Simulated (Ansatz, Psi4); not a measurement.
Here is a job for Ansatz (an electronic-structure program).
Ansatz 0.2 input:
```yaml
crystal:
  periodic: [false, false, false]
  atoms:
    - {symbol: O, position_ang: [2.25319886, 0.38747361, -0.15059007]}
    - {symbol: C, position_ang: [1.11141593, 0.21481818, 0.19248471]}
    - {symbol: C, position_ang: [0.10583456, 1.33600325, 0.31546258]}
    - {symbol: C, position_ang: [-1.14762441, 1.02516163, -0.50667753]}
    - {symbol: C, position_ang: [-1.74025140, -0.31820921, -0.09700492]}
    - {symbol: C, position_ang: [-0.71145930, -1.42655699, -0.28893100]}
    - {symbol: C, position_ang: [0.54707611, -1.14425040, 0.53574342]}
    - {symbol: H, position_ang: [-0.16716421, 1.43383899, 1.36918106]}
    - {symbol: H, position_ang: [0.56339300, 2.27052471, -0.01264100]}
    - {symbol: H, position_ang: [-1.88087258, 1.82167185, -0.36534325]}
    - {symbol: H, position_ang: [-0.88337911, 0.99815491, -1.56614608]}
    - {symbol: H, position_ang: [-2.62673309, -0.52931101, -0.69820774]}
    - {symbol: H, position_ang: [-2.04747157, -0.27979996, 0.95085283]}
    - {symbol: H, position_ang: [-1.13173332, -2.38929918, 0.00864923]}
    - {symbol: H, position_ang: [-0.44034152, -1.49219443, -1.34496861]}
    - {symbol: H, position_ang: [1.30660714, -1.90714075, 0.35839349]}
    - {symbol: H, position_ang: [0.29215540, -1.14803285, 1.59848700]}
basis:
  gaussian:
    orbitals: STO-3G
hamiltonian:
  xc: b3lyp
accuracy: high
```

Convert this to an input for Psi4.

This is not unique; one that fits is 
```
memory 2 GB

molecule mol {
0 1
O     2.253199    0.387474   -0.150590
C     1.111416    0.214818    0.192485
C     0.105835    1.336003    0.315463
C    -1.147624    1.025162   -0.506678
C    -1.740251   -0.318209   -0.097005
C    -0.711459   -1.426557   -0.288931
C     0.547076   -1.144250    0.535743
H    -0.167164    1.433839    1.369181
H     0.563393    2.270525   -0.012641
H    -1.880873    1.821672   -0.365343
H    -0.883379    0.998155   -1.566146
H    -2.626733   -0.529311   -0.698208
H    -2.047472   -0.279800    0.950853
H    -1.131733   -2.389299    0.008649
H    -0.440342   -1.492194   -1.344969
H     1.306607   -1.907141    0.358393
H     0.292155   -1.148033    1.598487
}

set {
  basis sto-3g
  reference rks
  scf_type pk
  puream true
  d_convergence 1e-8
  dft_radial_points 99
  dft_spherical_points 590
}

energy('b3lyp')
print_variables()
```

Both were run: Ansatz gave -306.019159 Eh and Psi4 -306.019159 Eh, 0.001 mEh apart.
